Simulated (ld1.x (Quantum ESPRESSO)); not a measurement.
**Plane-wave convergence, TM potential for Tm (Z = 69)**

ld1.x (Quantum ESPRESSO) 7.5 input, shortened:

```
&input
   title='Tm', zed=69., rel=1, dft='PZ', iswitch=3,
   config='[Xe] 4f12 5d1 6s0 6p0'
 /
 &inputp
   pseudotype=2, tm=.true., lloc=0,
   nlcc=.true.
 /
3
5P  2  1   6.00   0.00  1.95  1.95  0.0
5D  3  2   1.00   0.00  1.85  1.85  0.0
5S  1  0   2.00   0.00  1.90  1.90  0.0
 &test
   configts(1)='5s2 5p6 5d1 6s0 6p0'
 /
```

The pseudo-atom Hamiltonian at the reference potential is diagonalised in spherical Bessel functions j_l(qr) that vanish at 20 bohr, with q² up to the cutoff. All-electron valence levels (Ry): 5p -3.3108, 6p -0.8242, 5d -1.1309, 5s -5.3211, 6s -1.1942.

Problem. How do the lowest levels (Ry) of each channel move with the cutoff, and are there ghosts?

Solution.

| cutoff (Ry) | p #1 | p #2 | p #3 | d #1 | s #1 | s #2 | f #1 | Σ f·Δε (mRy) |
| --- | --- | --- | --- | --- | --- | --- | --- | --- |
| 8 | -3.0933 | -0.7813 | -0.3503 | -1.0059 | -5.2350 | -1.2852 | -0.3128 | 1602.4 |
| 10 | -3.2197 | -0.8055 | -0.3581 | -1.0552 | -5.2363 | -1.3031 | -0.3141 | 792.1 |
| 15 | -3.3037 | -0.8233 | -0.3640 | -1.1113 | -5.2688 | -1.3091 | -0.3161 | 166.7 |
| 18 | -3.3048 | -0.8235 | -0.3640 | -1.1261 | -5.2991 | -1.3098 | -0.3165 | 84.6 |
| 25 | -3.3072 | -0.8243 | -0.3643 | -1.1306 | -5.3160 | -1.3134 | -0.3168 | 32.5 |
| 30 | -3.3094 | -0.8252 | -0.3646 | -1.1309 | -5.3173 | -1.3155 | -0.3168 | 16.0 |
| 35 | -3.3105 | -0.8258 | -0.3648 | -1.1309 | -5.3176 | -1.3163 | -0.3168 | 9.0 |
| 45 | -3.3107 | -0.8260 | -0.3649 | -1.1309 | -5.3199 | -1.3165 | -0.3168 | 3.2 |
| 50 | -3.3107 | -0.8260 | -0.3649 | -1.1309 | -5.3208 | -1.3166 | -0.3169 | 1.3 |
| 60 | -3.3108 | -0.8260 | -0.3649 | -1.1309 | -5.3210 | -1.3168 | -0.3169 | 0.4 |
| 70 | -3.3108 | -0.8261 | -0.3649 | -1.1309 | -5.3210 | -1.3169 | -0.3169 | 0.2 |
| 400 | -3.3108 | -0.8261 | -0.3649 | -1.1309 | -5.3211 | -1.3169 | -0.3169 | 0.0 |

Result: no extra level below or beside the all-electron valence levels (p, d, s, f tested); 10 mRy is reached at 35 Ry and 1 mRy at 55 Ry.

Its largest configuration-test error is +2367 meV.
